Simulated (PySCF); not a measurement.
**Sm⁵⁵⁺: ionisation energy**

Sm⁵⁵⁺ [He] 2s2 2p3 [2p1/2^2 2p3/2^1, M_J = 3/2] → Sm⁵⁶⁺ [He] 2s2 2p2 [2p1/2^2, M_J = 0], as a difference of total energies. Computed with PySCF 2.14 in an uncontracted even-tempered set (17 s from 36 bohr⁻², ratio 2.4; 13 p from 46 bohr⁻², ratio 2.4; 5 d from 160 bohr⁻², ratio 2.6; 4 f from 230 bohr⁻², ratio 2.6), with the two-component X2C-1e Hamiltonian. Correlated levels: nothing frozen; the 32 highest virtual spinors dropped. "Screened" scales the spin-orbit matrix elements by Boettger's factors to mimic the two-electron term; Breit and QED terms are absent.

| method | ionisation energy (eV) |
| --- | --- |
| GHF (spin-free) | 11581.0 |
| GMP2 (spin-free) | 11580.9 |
| GHF (screened spin-orbit) | 11346.0 |
| GMP2 (screened spin-orbit) | 11345.9 |

For this ion Breit and QED terms and the two-electron picture change, all absent here, outweigh the correlation shift from GHF to GMP2.

The spin-free rows relax to the high-spin LS determinant and lack the spin-orbit shift.

The labels give the starting determinants; with spin-orbit coupling the two ends relaxed to ⟨J²⟩ = 3.75, ⟨L²⟩ = 2.54, ⟨S²⟩ = 1.49 and ⟨J²⟩ = 0.00, ⟨L²⟩ = 1.33, ⟨S²⟩ = 1.33.

For comparison: 11337 ± 5 eV (theoretical estimate listed by NIST; NIST Atomic Spectra Database, ionization energies).
